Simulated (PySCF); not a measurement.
Compound: C5H7FOSi.
Structure used (PBE0-D3(BJ)/def2-SVP), in Å, numbered top down from 1:
```xyz
15
C5H7FOSi angstrom
C      3.2306    1.1529   -0.3731
C      2.1723    0.7249   -0.7940
Si     0.6035    0.0657   -1.4559
O     -0.6125    1.2170   -1.5370
C     -1.6702    0.9600   -0.6287
C     -1.7328   -0.5477   -0.3751
C     -0.3065   -1.0438   -0.1877
F      0.1316   -0.7153    1.0876
H      4.1620    1.5333    0.0081
H      0.8431   -0.5343   -2.7954
H     -2.6084    1.3416   -1.0603
H     -1.4909    1.4971    0.3201
H     -2.3545   -0.8015    0.4987
H     -2.1664   -1.0512   -1.2564
H     -0.2244   -2.1351   -0.3137
```

The closed-shell ground state was solved at several levels (PySCF, density fitting, gas phase, non-relativistic).

| level | basis functions | total energy (Eh) | HOMO (eV) | LUMO (eV) | gap (eV) | dipole (D) |
| --- | --- | --- | --- | --- | --- | --- |
| wB97X-D/pcSseg-1 | 178 | -659.0939 | -9.77 | 1.29 | 11.06 | 1.30 |
| PBE0/pcSseg-1 | 178 | -658.6864 | -7.89 | -0.51 | 7.38 | 1.28 |

(1) What might CAM-B3LYP/def2-SVPD (226 basis functions) give for the same quantities?

(2) Over all these levels, which gives the widest orbital gap and which the narrowest?

(3) How far do the dipole and the HOMO energy spread over the levels?

## Answers

(1) Total energy -658.7726 Eh, HOMO -9.32 eV, LUMO 0.49 eV, gap 9.81 eV, dipole 1.31 D.

(2) wB97X-D/pcSseg-1 (range-separated hybrid) has the widest, 11.06 eV, and PBE0/pcSseg-1 (global hybrid, 25 % exact exchange) the narrowest, 7.38 eV. The two share the basis. From the narrowest to the widest the HOMO moves by -1.88 eV and the LUMO by +1.80 eV.

(3) The dipole runs from 1.28 to 1.31 D (mean 1.30 D) and the HOMO from -9.77 to -7.89 eV.

One conformer stands for the species.

Note: wB97X-D ran without an empirical dispersion term, which enters the total energy and its gradient alone.
